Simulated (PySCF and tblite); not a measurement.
Results of a calculation; reference values are marked as such.
C6H4OS3, numbered as in [OH:1][c:2]1[cH:3][s:4][c:5]2[c:6]([SH:7])[cH:8][s:9][c:10]12.

The ensemble was built from 90 distance-geometry starts (ETKDG and KDG, MMFF94s, GFN2-xTB) and rests on GFN2-xTB geometries. Free energies are PBE0-D3(BJ)/def2-SVP (IEF-PCM, benzene) single points with GFN2-xTB rigid-rotor and vibrational terms (modes under about 100 cm⁻¹ blended into free rotors). Symmetry numbers and mirror images are counted. Conformers within 2.5 kcal/mol (GFN2-xTB free energy) were kept, 4 at most. Codes: tblite and PySCF.

Rotational constants are equilibrium values for the commonest isotopes; dipoles come from the energy level named and are polarised by its solvent model.

Torsions listed: H1–O1–C2–C3, C5–C6–S7–H7.

| conformer | shape | symmetry |
| --- | --- | --- |
| 1 | 0°, 180° | Cs |
| 2 | 0°, 0° | Cs |
| 3 | 180°, 180° | Cs |
| 4 | 180°, 0° | Cs |

Problem. Give the rotational constants and dipole components.

Solution. 
```csv
conformer,A (MHz),B (MHz),C (MHz),abs μa (D),abs μb (D),abs μc (D),κ,Ic−Ia−Ib (u Å²)
1,1369,758,488,0.97,0.02,0.01,-0.39,0.0
2,1364,761,489,2.02,1.73,0.00,-0.38,0.0
3,1365,760,488,0.70,2.58,0.00,-0.38,0.0
4,1361,762,489,0.35,0.82,0.00,-0.37,0.0
```

Problem. Which type of transition is strongest for conformer 1?

Solution. a-type, since that component is clearly the largest; the top is asymmetric (κ = -0.39).

The minima are those of GFN2-xTB; planar forms about aryl–S or allylic bonds may be saddles in DFT.
